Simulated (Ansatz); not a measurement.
Cost and result for the atomization energy of C2H7NSSi, SMILES `C[SiH2]NC=S` (12 atoms, 11 bonds).

```tsv
atom	x (Å)	y (Å)	z (Å)
C1	0.435	-1.711	-0.213
Si2	-0.701	-0.288	-0.581
N3	-0.556	1.051	0.576
C4	0.522	1.842	0.650
S5	1.864	1.665	-0.266
H6	0.187	-2.552	-0.866
H7	0.319	-2.039	0.822
H8	1.476	-1.432	-0.380
H9	-2.116	-0.699	-0.363
H10	-0.552	0.239	-1.956
H11	-1.324	1.279	1.191
H12	0.446	2.647	1.385
```

Charge 0, multiplicity 1. The geometry is a stationary point of PBE0-D4/def2-TZVP. It is one conformer, not always the lowest. Program: Ansatz. All runs use 4 threads of an Arm Neoverse V2 on a shared host. Times are those of one run each, without the atoms' runs, and a repeat can differ threefold. Electronic energies, without spin–orbit coupling; frozen cores. CCSD(T)/CBS adds CCSD(T) − MP2 in def2-TZVPP to the MP2 limit, and its time is that of the two runs behind it. T1 = 0.016. B3LYP takes the VWN-RPA correlation (the form of Gaussian; ORCA's B3LYP/G).

CCSD(T)/CBS is a level of theory with its own doubt, some kJ/mol a heavy atom from the limit and from the frozen cores, so smaller differences don't rank the functionals.

| level | functions | wall time | atomization (kcal/mol) | difference from CCSD(T)/CBS | per bond |
| --- | --- | --- | --- | --- | --- |
| PBE-D4/def2-TZVPP (with forces) | 275 | 2.7 s | 1066.2 | 22.7 | 2.1 |
| PBE0-D4/def2-TZVPP | 275 | 3.5 s | 1047.5 | 4.0 | 0.4 |
| r2SCAN-D4/def2-TZVPP (with forces) | 275 | 5.5 s | 1047.2 | 3.7 | 0.3 |
| B3LYP-D4/def2-TZVPP (with forces) | 275 | 5.5 s | 1047.6 | 4.1 | 0.4 |
| B2PLYP/def2-TZVPP | 275 | 6.5 s | 1033.3 | -10.2 | -0.9 |
| ωB97X-V/def2-TZVPP | 275 | 9 s | 1049.4 | 5.9 | 0.5 |
| ωB97M-V/def2-TZVPP (with forces) | 275 | 13 s | 1049.9 | 6.4 | 0.6 |
| MP2/def2-QZVPP | 521 | 26 s | 1044.2 | 0.7 | 0.1 |
| CCSD(T)/def2-TZVPP | 275 | 3.2 min | 1013.9 | -29.6 | -2.7 |
| CCSD(T)/CBS(def2) | – | 3.6 min | 1043.5 | 0.0 | 0.0 |

In def2-TZVPP, CCSD(T) changes the Hartree–Fock value by +265.3 kcal/mol (the triples alone add +17.3 kcal/mol) and MP2 by +278.0 kcal/mol; breaking electron pairs costs correlation energy, which Hartree–Fock lacks. The D4 term adds +11.2 kcal/mol with B3LYP and +5.9 kcal/mol with PBE0; it sums over pairs of atoms, weighted by their polarisabilities, and B3LYP, whose exchange is more repulsive, gets the larger term. From PBE to PBE0 (25 % exact exchange), in def2-TZVPP and without D4, the atomization energy moves by −17.6 kcal/mol: exact exchange takes away binding that semilocal exchange gives to molecules.
